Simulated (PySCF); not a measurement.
## Assigning NMR signals

Structure with atom numbers: `[CH3:1][O:2][c:3]1[nH:4][n:5][n:6][c:7]1[C:8]#[N:9]`. Each H is labelled by its parent atom.

Level of theory: shielding tensors at PBE0/pcSseg-1 (GIAO), GFN2-xTB geometry, couplings computed with B3LYP/pcJ-1 (without the spin–dipole term), in PySCF (no solvent, non-relativistic, single conformer, averaged over atoms made equivalent by symmetry, fast rotation or ring inversion).

References, each an isolated molecule treated in the same way: TMS for ¹³C and ¹H.

(1) Assign these signals to the numbered atoms. ¹³C{¹H} NMR (computed): δ 168.2 (C), 119.0 (C), 103.9 (C), 61.3 (CH3).

(2) Assign these signals to the numbered atoms. ¹H NMR (500 MHz, computed): δ 10.35 (br s, 1H), 4.55 (s, 3H).

Results:

(1) 
168.2 → C3, aromatic carbon bearing oxygen: an ipso carbon deshielded by its heteroatom
119.0 → C8, nitrile carbon: C≡N carbons fall here, among the sp2 signals but without a proton
103.9 → C7, substituted aromatic carbon next to a ring nitrogen
61.3 → C1, methyl carbon bonded to O: deshielded by the electronegative neighbour

(2) 
| δ (ppm) | atoms | environment | reason |
| --- | --- | --- | --- |
| 10.35 | H(N4) | hydrogen on a pyrrole-type ring nitrogen | exchangeable, gas-phase position |
| 4.55 | H(C1) | hydrogen on a methyl carbon bonded to O | its carbon carries O, hence the downfield position |

Exchangeable OH/NH protons stand at their gas-phase positions; hydrogen bonding in a real sample shifts them, mostly to higher δ. Shifts are as computed. Against solution values, carbons near 30 ppm lie about +3 ppm off and those near 130 ppm about +5 ppm. Of 1211 compounds with measured shifts, 218 miss one by over three times the rms of a fit or turn the order of signals round; such compounds aren't used in these exercises.
